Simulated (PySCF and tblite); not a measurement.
2 diastereomers of C₇H₁₀N₂, numbered alike:

```csv
isomer,SMILES,descriptors (one enantiomer),"sequence (m meso, r racemo)"
A,[CH3:1][C@@H:2]([C:3]#[N:4])[CH2:5][C@H:6]([CH3:7])[C:8]#[N:9],"2R, 6S",m
B,[CH3:1][C@H:2]([C:3]#[N:4])[CH2:5][C@H:6]([CH3:7])[C:8]#[N:9],"2S, 6S",r
```

Each isomer is a Boltzmann average at 298.15 K over at most 7 conformers: GFN2-xTB geometries, energies PBE0/pcSseg-1 (D3(BJ) added where defined), GIAO shieldings PBE0/pcSseg-1, GFN2-xTB thermal terms. Programs: PySCF with density fitting and tblite.

Task: What shifts does each isomer give (ppm; of two unlike H on one atom, a is the less shielded)?

Result: 
A (m): ¹H (against TMS): 2.67 (H2/H6, 2H), 1.91 (H5a, 1H), 1.60 (H5b, 1H), 1.41 (H1/H7, 6H). ¹³C (against TMS): 126.8 (C3/C8), 43.2 (C5), 23.4 (C2/C6), 20.5 (C1/C7). ¹⁵N (against NH3): 300.4 (N4/N9).

B (r): ¹H (against TMS): 2.83 (H2/H6, 2H), 1.56 (H5, 2H), 1.42 (H1/H7, 6H). ¹³C (against TMS): 127.0 (C3/C8), 45.3 (C5), 25.2 (C2/C6), 21.3 (C1/C7). ¹⁵N (against NH3): 300.1 (N4/N9).

Unscaled ¹⁵N shifts at such levels can be off by tens of ppm; differences between conformers or isomers are more reliable. Shifts are unscaled: against experiment ¹³C can be off by 15 ppm or more and ¹H by 0.8 ppm.


¹⁵N shifts are against a computed isolated NH3 molecule, about 20 ppm from the liquid.